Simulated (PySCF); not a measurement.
Species: C6H6O2.
Atom-mapped SMILES: `[CH3:1][C:2]#[C:3]/[CH:4]=[CH:5]/[C:6](=[O:7])[OH:8]` (hydrogens: H9, H10, H11 on C1; H12 on C4; H13 on C5; H14 on O8)

The closed-shell SCF was solved with PySCF and density fitting under several settings on one GFN2-xTB geometry (grid level 2 and gas phase unless stated).

| settings | basis functions | SCF cycles | E (Eh) | HOMO (eV) | LUMO (eV) | dipole (D) |
| --- | --- | --- | --- | --- | --- | --- |
| mPW1PW91/def2-SVPD, energy threshold 1e-07 Eh, level shift 0.3 Eh | 214 | 11 | -382.2838 | -7.26 | -2.04 | 2.95 |
| OLYP/ANO-RCC-VDZP, grid level 4, start guess sap | 142 | 16 | -382.6365 | -5.90 | -2.50 | 3.03 |

Problem. Estimate the row for these settings: PBE0/def2-SVPD, IEF-PCM dimethylsulfoxide.

Solution. 
```json
{"settings": "PBE0/def2-SVPD, IEF-PCM dimethylsulfoxide", "basis functions": "214", "SCF cycles": "14", "E (Eh)": "-381.9566", "HOMO (eV)": "-7.26", "LUMO (eV)": "-2.09", "dipole (D)": "3.79"}
```

Problem. Over all rows, what range does the HOMO–LUMO gap span?

Solution. From 3.40 eV (OLYP/ANO-RCC-VDZP, grid level 4, start guess sap) to 5.22 eV (mPW1PW91/def2-SVPD, energy threshold 1e-07 Eh, level shift 0.3 Eh). The functional of the narrowest has no exact exchange, that of the widest 25 % exact exchange.

Problem. And the dipole moment?

Solution. From 2.95 D (mPW1PW91/def2-SVPD, energy threshold 1e-07 Eh, level shift 0.3 Eh) to 3.79 D (PBE0/def2-SVPD, IEF-PCM dimethylsulfoxide); the largest is 1.28 times the smallest, and the median is 3.03 D.

Whole jobs, the steps after the SCF included, on an Arm Neoverse V1 with one thread (shared host):

```tsv
settings	work after the SCF	wall time	peak memory
mPW1PW91/def2-SVPD, energy threshold 1e-07 Eh, level shift 0.3 Eh	6 singlets by TDA, 2 Tamm–Dancoff triplets, polarisability	27 s	0.86 GiB
OLYP/ANO-RCC-VDZP, grid level 4, start guess sap	spin–spin couplings from 12 perturbed nuclei, spin–dipole term left out	1.7 min	0.49 GiB
PBE0/def2-SVPD, IEF-PCM dimethylsulfoxide	25 singlets by full TDDFT, polarisability	50 s	0.92 GiB
```

Cycle counts include a coarse-grid stage where the run had one. ANO-RCC sets were contracted for a scalar-relativistic Hamiltonian, but ran non-relativistically here. Geometry: GFN2-xTB, one conformer.

Shape of the structure used: `[CH3:1][C:2]#[C:3]/[CH:4]=[CH:5]/[C:6](=[O:7])[OH:8]`: C4–C5–C6–O7 0°, H–O8–C6–C5 180°.
